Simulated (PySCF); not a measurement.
## Vibration and rotation of RbCd

PBE0 constants of RbCd, ²Σ⁺ (doublet), unpaired electrons σ ↑ (Rb def2-SVP with ECP28, Cd def2-SVP with ECP28; scalar-relativistic core potentials (PySCF 2.14); masses 84.9118 and 113.9034 u):

- ωe: 31.3 cm⁻¹
- ωexe: 0.431 cm⁻¹
- Be: 0.019854 cm⁻¹
- αe: 0.000278 cm⁻¹
- De to Rb + Cd: 0.076 eV

Task: What force constant and bond length do these constants imply?

Result: Reduced mass μred = 48.647 u; k = 5.8918×10⁻⁷·μred·ωe² (u, cm⁻¹, mdyn/Å) = 0.0281 mdyn/Å; Re = √(16.8576/(μred·Be)) (u, cm⁻¹, Å) = 4.178 Å.

Task: Estimate the centrifugal constant D from the Kratzer relation and find the Dunham coefficient a1.

Result: D = 4Be³/ωe² = 3.2e-08 cm⁻¹; a1 = −1 − αeωe/(6Be²) = -4.68.

The bond is weak. Basis-set superposition, not corrected here, can be much of De in a small basis, most of all at correlated wavefunction levels. Functionals without a dispersion term scatter widely for such bonds, and LDA overbinds them. Spin–orbit coupling is left out. The state is the lowest determinant that a PBE0 search found; another state may lie lower at other levels.
